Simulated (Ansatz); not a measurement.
Program: Ansatz. Geometries: PBE0-D4/def2-TZVP. ΔE: electronic, gas phase. CCSD(T)/CBS adds triple-zeta CCSD(T) − MP2 to the extrapolated MP2 energy (def2 sets, frozen cores). This one scheme is used for every species. For Ge outer-core shells are correlated without core-valence functions, which leaves a few kJ/mol of doubt a bond. Scalar relativity is left out up to krypton. Each species was taken in one conformer, which may not be the lowest.

Consider the cleavage of the Ge–B bond: `[BH2][GeH2][CH2][SiH3]` + H–F → `[F][GeH2][CH2][SiH3]` + BH₃.

```tsv
species	SCS-MP2/def2-QZVPP energy (Eh)
`[BH2][GeH2][CH2][SiH3]`	-2433.08504
H–F	-100.36288
`[F][GeH2][CH2][SiH3]`	-2506.94217
BH₃	-26.53621
```

(1) Work out ΔE.

Largest T1 diagnostic among the species: 0.011.

## Answers

(1) ΔE = (-2506.94217) + (-26.53621) − (-2433.08504) − (-100.36288) = -0.03046 Eh = -0.83 eV. CCSD(T)/CBS gives -0.67 eV.

The D4 term adds +0.06 eV with B3LYP and +0.04 eV with PBE0; it sums over pairs of atoms, weighted by their polarisabilities, and B3LYP, whose exchange is more repulsive, gets the larger term. In def2-TZVPP, CCSD(T) changes the Hartree–Fock value by +0.36 eV (the triples alone add +0.03 eV) and MP2 by +0.34 eV.

B3LYP here is the variant with VWN-RPA as its local correlation; programs differ in this.
